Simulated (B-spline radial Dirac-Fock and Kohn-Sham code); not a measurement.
## Compton profile of Pt

System: neutral platinum, configuration [Xe] 4f14 5d10 (an excited configuration).

Input of the calculation (task.json; shells as n, l, electrons):

```json
{"items": [{
  "Z": 78,
  "q": 0,
  "cfg": [[1, 0, 2], [2, 0, 2], [2, 1, 6], [3, 0, 2], [3, 1, 6], [3, 2, 10], [4, 0, 2], [4, 1, 6], [4, 2, 10], [4, 3, 14], [5, 0, 2], [5, 1, 6], [5, 2, 10]],
  "A": 195,
  "rrms": 5.427,
  "do": ["scatter"],
  "s": [0.0, 0.09, 0.1, 0.13, 0.15, 0.18, 0.22, 0.26, 0.32, 0.38, 0.46, 0.55, 0.66, 0.8, 0.96, 1.15, 1.39, 1.67, 2.01, 2.41, 2.9, 3.49, 4.2],
  "pz": [0, 0.1, 0.14, 0.2, 0.29, 0.41, 0.59, 0.84, 1.2, 1.7, 2.4, 3.5, 5.0, 7.1, 10.0, 14.0, 21.0, 29.0, 42.0, 60.0, 85.0],
  "hv_scatter": [5000, 8047.8, 20000, 50000, 100000, 200000, 500000, 1000000]
}]}
```

Run with: `python xray_run.py task.json out`

Method: the impulse approximation on configuration-average Dirac-Fock orbitals. Computed with a radial atomic solver. pz is in atomic units of momentum; subshell profiles are per electron, for a selection of subshells; open shells are spread over both j values by their weights.

```
  pz   J total   J 3p3/2   J 4d5/2   J 5p3/2   J 5d5/2
0.84     8.148    0.0467    0.0803     0.248     0.268
 1.2     6.989    0.0467    0.0802     0.199     0.196
 1.7     5.422    0.0466    0.0799     0.117     0.107
 2.4     4.030    0.0464    0.0783    0.0395    0.0371
 3.5     3.120    0.0453    0.0702    0.0119   0.00601
   5     2.348    0.0421    0.0488   0.00997   0.00310
 7.1     1.463    0.0339    0.0198   0.00280   0.00198
  10    0.8393    0.0199   0.00434  0.000963  0.000429
  14    0.4720   0.00678   0.00257  0.000647  0.000168
  21    0.2073   0.00194   0.00154  8.56e-05  0.000110
  29   0.09646   0.00175  0.000441  5.98e-05  3.25e-05
  42   0.03595  0.000751  5.20e-05  2.92e-05  3.84e-06
  60   0.01306  0.000161  4.00e-06  6.30e-06    < 1e-6
  85  0.004570  2.33e-05    < 1e-6    < 1e-6    < 1e-6
```

Question: What is the peak value J(0), and which subshell contributes most to it?

Answer: J(0) = 9.083. The 5d5/2 subshell gives the largest part, 21 %.

Mean momentum ⟨p⟩ by subshell (a.u.): 1s1/2 83.5, 2s1/2 29.8, 2p1/2 39.2, 2p3/2 34.1, 3s1/2 15.0, 3p1/2 17.9, 3p3/2 16.4, 3d3/2 19.7, 3d5/2 19.2, 4s1/2 7.75, 4p1/2 8.71, 4p3/2 8.05, 4d3/2 8.90, 4d5/2 8.68, 4f5/2 8.88, 4f7/2 8.77, 5s1/2 3.19, 5p1/2 3.35, 5p3/2 3.03, 5d3/2 2.44, 5d5/2 2.29.
